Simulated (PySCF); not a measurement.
# Correlation energy of Mo (molybdenum, neutral)

[Kr] 4d4 5s2, high-spin 5D determinant (an excited configuration). Calculation: PySCF 2.14, in aug-cc-pVTZ-DK (9s8p6d3f2g, 102 functions); the spin-free X2C one-electron Hamiltonian (Gaussian nucleus). Frozen: [Kr]; 6 electrons correlated.

| level | correlation energy (mhartree) |
| --- | --- |
| CCSD | -107.73 |
| (T) | -6.07 |
| CCSD(T) | -113.80 |

Diagnostics: T1 = 0.035, D1 = 0.1131, largest double amplitude 0.062.

T1 exceeds 0.03, a sign that the reference determinant is poor.

Cost of the coupled-cluster step: about 50 core-seconds, for 6 correlated electrons.

Iterations:

```
CC2 = 0
CCSD nocc = (np.int64(5), np.int64(1)), nmo = (84, 84)
frozen orbitals [[0, 1, 2, 3, 4, 5, 6, 7, 8, 9, 10, 11, 12, 13, 14, 15, 16, 17], [0, 1, 2, 3, 4, 5, 6, 7, 8, 9, 10, 11, 12, 13, 14, 15, 16, 17]]
max_cycle = 100
direct = 0
conv_tol = 1e-08
conv_tol_normt = 1e-06
diis_space = 8
diis_start_cycle = 0
Init t2, MP2 energy = -0.0945292755404108
Init E_corr(UCCSD) = -0.0945292755458733
cycle = 1  E_corr(UCCSD) = -0.101668618902069  dE = -0.00713934336  norm(t1,t2) = 0.0741328
cycle = 2  E_corr(UCCSD) = -0.104738927263427  dE = -0.00307030836  norm(t1,t2) = 0.0337671
cycle = 3  E_corr(UCCSD) = -0.107172051223753  dE = -0.00243312396  norm(t1,t2) = 0.0196162
cycle = 4  E_corr(UCCSD) = -0.107359456757351  dE = -0.000187405534  norm(t1,t2) = 0.0080579
cycle = 5  E_corr(UCCSD) = -0.107596413716107  dE = -0.000236956959  norm(t1,t2) = 0.00575215
cycle = 6  E_corr(UCCSD) = -0.107729186724438  dE = -0.000132773008  norm(t1,t2) = 0.00273412
cycle = 7  E_corr(UCCSD) = -0.107712500827477  dE = 1.6685897e-05  norm(t1,t2) = 0.0013459
cycle = 8  E_corr(UCCSD) = -0.10774918666906  dE = -3.66858416e-05  norm(t1,t2) = 0.000815832
cycle = 9  E_corr(UCCSD) = -0.107729587921535  dE = 1.95987475e-05  norm(t1,t2) = 0.000441031
cycle = 10  E_corr(UCCSD) = -0.107732486183456  dE = -2.89826192e-06  norm(t1,t2) = 0.000248836
cycle = 11  E_corr(UCCSD) = -0.107732077562088  dE = 4.08621369e-07  norm(t1,t2) = 0.000143424
cycle = 12  E_corr(UCCSD) = -0.107732108904994  dE = -3.13429062e-08  norm(t1,t2) = 7.71622e-05
cycle = 13  E_corr(UCCSD) = -0.107731082898988  dE = 1.02600601e-06  norm(t1,t2) = 4.26713e-05
cycle = 14  E_corr(UCCSD) = -0.107731343432428  dE = -2.60533439e-07  norm(t1,t2) = 2.37796e-05
cycle = 15  E_corr(UCCSD) = -0.107731459412853  dE = -1.15980426e-07  norm(t1,t2) = 1.24039e-05
cycle = 16  E_corr(UCCSD) = -0.107731285025801  dE = 1.74387052e-07  norm(t1,t2) = 8.19666e-06
cycle = 17  E_corr(UCCSD) = -0.107731216572897  dE = 6.84529039e-08  norm(t1,t2) = 3.64077e-06
cycle = 18  E_corr(UCCSD) = -0.107731220332465  dE = -3.7595681e-09  norm(t1,t2) = 1.5883e-06
cycle = 19  E_corr(UCCSD) = -0.107731229380952  dE = -9.0484867e-09  norm(t1,t2) = 6.89562e-07
UCCSD converged
E(UCCSD) = -4046.107830103724  E_corr = -0.1077312293809519
UCCSD(T) correction = -0.00606553175791974
```
